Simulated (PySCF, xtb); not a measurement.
O3Te, SMILES O=[Te+2]([O-])[O-].

Harmonic wavenumbers (cm⁻¹) from GFN2-xTB (xtb) at its own minimum, in rising order: 165, 227, 227, 771, 818, 819.

**Question.** What does PySCF with PBE0-D3(BJ)/def2-SVP give at its own minimum? (An estimate is asked for; the answer gives what the named calculation found.)

**Answer.** 184, 243, 243, 822, 887, 887. Paired by order, the mean absolute difference is 40 cm⁻¹ and the zero-point energies are 4.3 and 4.7 kcal/mol.
